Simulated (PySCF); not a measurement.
## Relaxation of quartet [Ca3Te]+

Method: PySCF, UB3LYP, basis Te def2-SVP with ECP28, Ca def2-SVP (scalar-relativistic core potentials, no spin–orbit coupling, density fitting). A (50,194) grid was used.

A hand-made T-shaped start, of C2v symmetry, held to at least that symmetry:

```xyz
4
charge 1 multiplicity 4, angstrom
Te    0.0000    0.0000   -0.5149
Ca    0.0000    0.0000    2.4937
Ca    3.0068    0.0000   -0.4099
Ca   -3.0068    0.0000   -0.4099
```

Optimiser trace:
```json
{"step": "0", "E − E(last) (kJ/mol)": "18.62", "largest gradient (Eh/bohr)": "0.00203"}
{"step": "1", "E − E(last) (kJ/mol)": "18.23", "largest gradient (Eh/bohr)": "0.00169"}
{"step": "2", "E − E(last) (kJ/mol)": "16.81", "largest gradient (Eh/bohr)": "0.00238"}
{"step": "3", "E − E(last) (kJ/mol)": "16.24", "largest gradient (Eh/bohr)": "0.00342"}
{"step": "4", "E − E(last) (kJ/mol)": "10.59", "largest gradient (Eh/bohr)": "0.00540"}
{"step": "5", "E − E(last) (kJ/mol)": "2.92", "largest gradient (Eh/bohr)": "0.00422"}
{"step": "6", "E − E(last) (kJ/mol)": "1.82", "largest gradient (Eh/bohr)": "0.00229"}
{"step": "7", "E − E(last) (kJ/mol)": "1.45", "largest gradient (Eh/bohr)": "0.00291"}
{"step": "8", "E − E(last) (kJ/mol)": "1.17", "largest gradient (Eh/bohr)": "0.00291"}
{"step": "9", "E − E(last) (kJ/mol)": "0.38", "largest gradient (Eh/bohr)": "0.00212"}
{"step": "10", "E − E(last) (kJ/mol)": "0.17", "largest gradient (Eh/bohr)": "0.00181"}
{"step": "11", "E − E(last) (kJ/mol)": "0.07", "largest gradient (Eh/bohr)": "0.00123"}
{"step": "12", "E − E(last) (kJ/mol)": "0.01", "largest gradient (Eh/bohr)": "0.00038"}
{"step": "13", "E − E(last) (kJ/mol)": "0.00", "largest gradient (Eh/bohr)": "0.00006"}
```

It ends at C2v with Te–Ca 3.004 Å (×3); Ca–Te–Ca 119.2° (×2), Ca–Te–Ca 121.5° (after a last refinement on a finer grid). A frequency run shows a minimum. Other isomers or separated fragments may lie lower.

Final geometry:
Coordinates in bohr (charge 1 multiplicity 4):
```
Te    0.0000    0.0000   -0.0214
Ca    0.0000    0.0000    5.6565
Ca    4.9544    0.0000   -2.7935
Ca   -4.9544    0.0000   -2.7935
```

No spin–orbit coupling is included, which matters more the heavier the element.

The relaxation took of the order of 2.5 core-minutes on a shared host.
